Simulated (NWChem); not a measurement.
System meant: CdSiH4S; SMILES [SiH3][Cd][SH]

The following NWChem deck was run.

```
start job
memory heap 200 mb stack 900 mb global 1100 mb
geometry units angstroms noautoz
  Cd    -0.675976     0.275964     0.005256
  S     -0.543479     2.643101     0.007417
  H      0.809140     2.647314    -0.002570
  Si    -0.826345    -2.220270     0.003003
  H     -1.535243    -2.721994    -1.216582
  H     -1.567079    -2.722022     1.203472
  H      0.540163    -2.832833     0.020960
end
basis spherical
  * library def2-svp
end
ecp
  Cd library def2-ecp
end
dft
  odft
  mult 2
  xc b3lyp
  iterations 150
  mulliken
end
task dft energy
```

End of the output:

```
 Summary of "ao basis" -> "" (spherical)
 ------------------------------------------------------------------------------
       Tag                 Description            Shells   Functions and Types
 ---------------- ------------------------------  ------  ---------------------
 *                          def2-svp                  on all atoms

                                 NWChem DFT Module
                                 -----------------

 Summary of "ao basis" -> "ao basis" (spherical)
 ------------------------------------------------------------------------------
       Tag                 Description            Shells   Functions and Types
 ---------------- ------------------------------  ------  ---------------------
 Cd                         def2-svp                11       31   5s3p2d1f
 S                          def2-svp                 8       18   4s3p1d
 H                          def2-svp                 3        5   2s1p
 Si                         def2-svp                 8       18   4s3p1d

 Summary of "ao basis" -> "ao basis" (spherical)
 ------------------------------------------------------------------------------
       Tag                 Description            Shells   Functions and Types
 ---------------- ------------------------------  ------  ---------------------
 Cd                         def2-svp                11       31   5s3p2d1f
 S                          def2-svp                 8       18   4s3p1d
 H                          def2-svp                 3        5   2s1p
 Si                         def2-svp                 8       18   4s3p1d

  number of electrons :                   54
  multiplicity        :                    2
 ------------------------------------------------------------------------
  no. of electrons and multiplicity not compatible                  54
 ------------------------------------------------------------------------
 ------------------------------------------------------------------------
  current input line :
    25: task dft energy
 ------------------------------------------------------------------------
 ------------------------------------------------------------------------
 There is an error in the input file
 ------------------------------------------------------------------------
 For more information see the NWChem manual at https://nwchemgit.github.io

0: no. of electrons and multiplicity not compatible:Received an Error in Communication
```

**Question.** Find the fault in this run and fix the input.

**Answer.** The program refused the input. Cause: the multiplicity doesn't fit the number of electrons (an even count wants an odd multiplicity, and the reverse). This input runs:
```
start job
memory heap 200 mb stack 900 mb global 1100 mb
geometry units angstroms noautoz
  Cd    -0.675976     0.275964     0.005256
  S     -0.543479     2.643101     0.007417
  H      0.809140     2.647314    -0.002570
  Si    -0.826345    -2.220270     0.003003
  H     -1.535243    -2.721994    -1.216582
  H     -1.567079    -2.722022     1.203472
  H      0.540163    -2.832833     0.020960
end
basis spherical
  * library def2-svp
end
ecp
  Cd library def2-ecp
end
dft
  xc b3lyp
  iterations 150
  mulliken
end
task dft energy
```
It converges to -857.72246 Ha (B3LYP/def2-SVP with def2 effective core potentials on Cd).
